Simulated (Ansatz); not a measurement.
## Nudged elastic band run: GeH₅NOS

Input file:

```yaml
crystal:
  periodic: [false, false, false]
  atoms:
    - { symbol: "N", position_ang: [-0.094878, 0.777344, -1.525529] }
    - { symbol: Ge, position_ang: [0.377591, 0.089286, 0.102812] }
    - { symbol: O, position_ang: [0.83433, -1.599643, -0.272758] }
    - { symbol: S, position_ang: [-1.3142, 0.081426, 1.613232] }
    - { symbol: H, position_ang: [-0.63967, 0.145003, -2.101268] }
    - { symbol: H, position_ang: [-0.52005, 1.69718, -1.527968] }
    - { symbol: H, position_ang: [1.568095, 0.860843, 0.692372] }
    - { symbol: H, position_ang: [0.381156, -2.229933, 0.302953] }
    - { symbol: H, position_ang: [-0.503874, 0.132294, 2.698955] }
basis:
  gaussian: { orbitals: def2-mTZVP }
hamiltonian:
  xc: b3lyp
neb:
  order_check: false
  images: 5
  f_tol: 0.5
  max_iterations: 60
  final_atoms:
    - { symbol: "N", position_ang: [-0.38347761, 0.99946511, -1.13094392] }
    - { symbol: Ge, position_ang: [0.35814929, -0.0583967, 0.16634942] }
    - { symbol: O, position_ang: [0.70628938, -1.69086619, -0.49895811] }
    - { symbol: S, position_ang: [-1.14587621, -0.39141682, 1.79988306] }
    - { symbol: H, position_ang: [-1.2733669, 0.66852405, -1.48829543] }
    - { symbol: H, position_ang: [0.22801015, 1.22126124, -1.91022851] }
    - { symbol: H, position_ang: [1.64770677, 0.61570915, 0.66951798] }
    - { symbol: H, position_ang: [1.08557308, -2.30449947, 0.14559699] }
    - { symbol: H, position_ang: [-1.13450796, 0.89401963, 2.22987952] }
  initial_path:
    images:
      - { positions_ang: [[-0.094878, 0.777344, -1.525529], [0.377591, 0.089286, 0.102812], [0.83433, -1.599643, -0.272758], [-1.3142, 0.081426, 1.613232], [-0.63967, 0.145003, -2.101268], [-0.52005, 1.69718, -1.527968], [1.568095, 0.860843, 0.692372], [0.381156, -2.229933, 0.302953], [-0.503874, 0.132294, 2.698955]] }
      - { positions_ang: [[-0.18979662, 0.78968834, -1.42925648], [0.35446844, 0.00104287, 0.10868506], [0.77151248, -1.66969408, -0.35196853], [-1.22881445, -0.04831323, 1.67347446], [-0.74245294, 0.16787308, -2.04502156], [-0.38383922, 1.75902991, -1.39991851], [1.59346295, 0.74121388, 0.66872867], [0.63332994, -2.23877162, 0.28765425], [-0.71937058, 0.45173086, 2.47042364]] }
      - { positions_ang: [[-0.28471523, 0.80203267, -1.33298395], [0.33134588, -0.08720027, 0.11455812], [0.70869497, -1.73974517, -0.43117907], [-1.14342891, -0.17805247, 1.73371693], [-0.84523588, 0.19074316, -1.98877511], [-0.24762844, 1.82087983, -1.27186903], [1.6188309, 0.62158477, 0.64508535], [0.88550388, -2.24761025, 0.27235549], [-0.93486717, 0.77116772, 2.24189228]] }
      - { positions_ang: [[-0.37963385, 0.81437701, -1.23671143], [0.30822332, -0.1754434, 0.12043117], [0.64587745, -1.80979625, -0.5103896], [-1.05804336, -0.3077917, 1.79395939], [-0.94801882, 0.21361323, -1.93252867], [-0.11141766, 1.88272974, -1.14381954], [1.64419884, 0.50195565, 0.62144202], [1.13767782, -2.25644887, 0.25705674], [-1.15036375, 1.09060459, 2.01336091]] }
      - { positions_ang: [[-0.3809151, 0.87607304, -1.20145559], [0.32486531, -0.13642783, 0.13573726], [0.66601476, -1.7701529, -0.5065791], [-1.08732098, -0.33566674, 1.79593395], [-1.05646818, 0.36525017, -1.78445092], [0.00172495, 1.66224024, -1.3992892], [1.64536815, 0.53987348, 0.63746734], [1.12030958, -2.27246574, 0.21990349], [-1.14507849, 1.02507627, 2.08553378]] }
      - { positions_ang: [[-0.38219635, 0.93776908, -1.16619975], [0.3415073, -0.09741227, 0.15104334], [0.68615207, -1.73050954, -0.50276861], [-1.11659859, -0.36354178, 1.7979085], [-1.16491754, 0.51688711, -1.63637318], [0.11486755, 1.44175074, -1.65475885], [1.64653746, 0.57779131, 0.65349266], [1.10294133, -2.28848261, 0.18275024], [-1.13979323, 0.95954795, 2.15770665]] }
      - { positions_ang: [[-0.38347761, 0.99946511, -1.13094392], [0.35814929, -0.0583967, 0.16634942], [0.70628938, -1.69086619, -0.49895811], [-1.14587621, -0.39141682, 1.79988306], [-1.2733669, 0.66852405, -1.48829543], [0.22801015, 1.22126124, -1.91022851], [1.64770677, 0.61570915, 0.66951798], [1.08557308, -2.30449947, 0.14559699], [-1.13450796, 0.89401963, 2.22987952]] }
```

Launched with:

```bash
$ ansatz run input.yaml --threads 2 --pin off --max-ram 3072MiB --backend cpu --events-out ev --progress --plain --runs-dir out
```

Output, in part (warnings, iteration lines, the closing report on the highest movable image, with atoms numbered from 0):

```
NEB end point (image 0): max|allowed force component| = 7.145e-3 eV/Å (the criterion of neb.relax_end_points is 1.000e-1)
NEB end point (image 6): max|allowed force component| = 6.315e-3 eV/Å (the criterion of neb.relax_end_points is 1.000e-1)
NEB iter   1: max|band force component| = 1.102e1 eV/Å  barrier→ = 2.1839 eV  barrier← = 2.1783 eV  Δτ_max = 0.2000 Å  (192 SCF iters)
NEB iter   2: max|band force component| = 3.328e0 eV/Å  barrier→ = 0.3803 eV  barrier← = 0.3747 eV  Δτ_max = 0.2000 Å  (150 SCF iters)
NEB iter   3: max|band force component| = 3.194e0 eV/Å  barrier→ = 0.3324 eV  barrier← = 0.3268 eV  Δτ_max = 0.2000 Å  (155 SCF iters)
NEB iter   4: max|band force component| = 6.141e-1 eV/Å  barrier→ = 0.0978 eV  barrier← = 0.0922 eV  Δτ_max = 0.0890 Å  (153 SCF iters)
NEB iter   5: max|band force component| = 2.424e-1 eV/Å  barrier→ = 0.0830 eV  barrier← = 0.0774 eV  CI = image 4  Δτ_max = 0.0000 Å  (292 SCF iters)
Total energy: -70976.88704317 eV, -2608.3524889745 hartree
Atom 0 at    -0.335882     0.813110    -1.269496 Å, force     0.222097     0.007339     0.235444 eV/Å
Atom 1 at     0.373512    -0.073607     0.144101 Å, force    -0.028656    -0.068536    -0.082392 eV/Å
Atom 2 at     0.740245    -1.725863    -0.448870 Å, force    -0.010788     0.123924     0.039872 eV/Å
Atom 3 at    -1.036910    -0.421467     1.881572 Å, force     0.028989    -0.041790    -0.076814 eV/Å
Atom 4 at    -0.991725     0.380531    -1.898311 Å, force    -0.082402     0.088342    -0.079268 eV/Å
Atom 5 at    -0.037295     1.746874    -1.512143 Å, force    -0.089997    -0.142120    -0.097807 eV/Å
Atom 6 at     1.615009     0.705832     0.615820 Å, force    -0.011476     0.031312    -0.005018 eV/Å
Atom 7 at     0.855828    -2.363567     0.268090 Å, force    -0.007123    -0.042425     0.005195 eV/Å
Atom 8 at    -1.094280     0.891957     2.202039 Å, force    -0.020646     0.043954     0.060788 eV/Å
Dipole moment:     0.095163     0.376862    -0.046214 e Å
```

The forces met the threshold. The threshold of 0.5 eV/Å is loose, so the images may lie well off the minimum-energy path. The order of the stationary point at the top wasn't checked.

Final band (atoms are numbered from 1 in the order of the input):

| image | path coordinate (Å) | energy (kcal/mol) | height of N1 over the plane of its neighbours (Å) |
| --- | --- | --- | --- |
| 0 | 0.00 | 0.0 | 0.31 |
| 1 | 0.51 | 0.2 | 0.31 |
| 2 | 1.02 | 0.6 | 0.34 |
| 3 | 1.52 | 1.0 | 0.29 |
| 4 | 2.04 | 1.9 | -0.03 |
| 5 | 2.55 | 0.6 | -0.25 |
| 6 | 3.06 | 0.1 | -0.32 |

Run time: 100 s on 2 threads of Arm Neoverse V1, with other jobs on the host, peak memory 0.28 GiB.
